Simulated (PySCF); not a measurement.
**TiCl⁺ at PBE**

Computed with PBE; PySCF, no relativity, basis sets Ti def2-TZVPPD, Cl def2-TZVPPD.

```json
{
 "state": "triplet, unpaired electrons π ↑, δ ↑, a mixture of terms (⟨Lz²⟩ = 4.7)",
 "bond length": "2.176 Å",
 "harmonic wavenumber": "473 cm⁻¹",
 "force constant": "2.67 mdyn/Å",
 "rotational constant Be": "0.1761 cm⁻¹",
 "anharmonicity ωexe": "1.52 cm⁻¹",
 "vibration–rotation constant αe": "0.000795 cm⁻¹",
 "bond order (Mayer)": "1.52",
 "dipole moment (positive dipole points towards Cl; it is taken about the centre of mass and depends on that origin)": "-6.87 D"
}
```

De is left out where the level can put another filling of the metal’s s and d shells below the measured ground configuration, by anything from nothing to about 1 eV. The state is the lowest single determinant that the PBE0 search found; with open d or f shells the true ground state can be another one.
